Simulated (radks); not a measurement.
Gd V, configuration [Xe] 4f6.

Calculated with a radial shooting solver on a logarithmic mesh with Libxc functionals: scalar-relativistic Kohn-Sham, PBE, spin-polarised, spherical densities, finite nucleus; open shells are filled with parallel spins first (spin-orbit coupling, left out, can overturn this in heavy ions); Fermi nuclear charge, rms radius 5.1569 fm.

Energy parts (eV):
part                      energy
total                 -306604.83
kinetic                329192.81
electron-nucleus      -745151.09
Hartree                116083.56
exchange-correlation    -6730.11

Orbitals (lengths in bohr, moments of r in powers of bohr; <r^-3> diverges for s and p1/2):
\begin{tabular}{lrrrr}
orbital & occ. & eigenvalue (eV) & <1/r> & <r^-3> \\ \hline
1s up & 1 & -50140.60 & 71.64 & - \\
1s down & 1 & -50140.60 & 71.64 & - \\
2s up & 1 & -8317.783 & 16.62 & - \\
2s down & 1 & -8317.737 & 16.62 & - \\
2p up & 3 & -7407.570 & 15.52 & 11420 \\
2p down & 3 & -7407.538 & 15.52 & 11420 \\
3s up & 1 & -1881.784 & 6.096 & - \\
3s down & 1 & -1879.334 & 6.102 & - \\
3p up & 3 & -1599.737 & 5.731 & 2394 \\
3p down & 3 & -1597.299 & 5.737 & 2399 \\
3d up & 5 & -1226.945 & 5.437 & 322.8 \\
3d down & 5 & -1225.077 & 5.443 & 323.6 \\
4s up & 1 & -418.2200 & 2.575 & - \\
4s down & 1 & -412.5756 & 2.574 & - \\
4p up & 3 & -325.0249 & 2.369 & 538.1 \\
4p down & 3 & -319.4347 & 2.368 & 537.0 \\
4d up & 5 & -195.9986 & 2.094 & 61.08 \\
4d down & 5 & -190.4868 & 2.090 & 60.81 \\
4f up & 6 & -55.5353 & 1.601 & 8.860 \\
4f down & 0 & -50.5050 & 1.572 & 8.592 \\
5s up & 1 & -92.2291 & 1.035 & - \\
5s down & 1 & -89.5462 & 1.016 & - \\
5p up & 3 & -67.9932 & 0.8964 & 85.59 \\
5p down & 3 & -66.0067 & 0.8777 & 80.80 \\
\end{tabular}

The highest occupied level is 4f up at -55.535 eV. The density falls to 0.001 e/bohr^3 at r = 3.09 bohr. Spin moment in Bohr magnetons: 6. The electron density at the nucleus is 6.582e+05 e/bohr^3 (large components only). Summed over all electrons, <r^2> = 31.98 bohr^2, which gives a Langevin (diamagnetic) susceptibility term of -25.3 x 10^-6 cm^3/mol. The spin density at the nucleus is 1.35 e/bohr^3 (1s 0.02, 2s -0.89, 3s -15.53, 4s 2.70, 5s 15.06).
